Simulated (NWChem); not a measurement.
System: C2H6BFO; SMILES B(C)(F)CO

Here is an NWChem input.

```
start job
memory heap 200 mb stack 900 mb global 1100 mb
geometry units angstroms noautoz
  C      1.508856    -0.739894    -0.003045
  B     -0.046315    -0.580498    -0.001163
  F     -0.841404    -1.660994    -0.001347
  C     -0.794053     0.812463     0.000598
  O      0.140407     1.889671    -0.001535
  H      1.933777    -0.219366    -0.872070
  H      1.935940    -0.226642     0.869232
  H      1.845932    -1.780982    -0.007644
  H     -1.467780     0.848409    -0.876417
  H     -1.463250     0.848112     0.881137
  H     -0.355934     2.721502    -0.000331
end
basis spherical
  * library def2-tzvp
end
dft
  xc b3lyp
  iterations 150
  semidirect filesize 400000000
  mulliken
end
task dft energy
```

The geometry was optimised at B3LYP/6-31G* (spherical d).

Problem. Predict the main results of this run. (B3LYP/def2-TZVP.) Quantities: energy (Ha); highest occupied level (eV); orbital gap (eV); dipole (D).

Solution. 
- energy (Ha): -279.93
- highest occupied level (eV): -7.81
- orbital gap (eV): 7.55
- dipole (D): 1.55
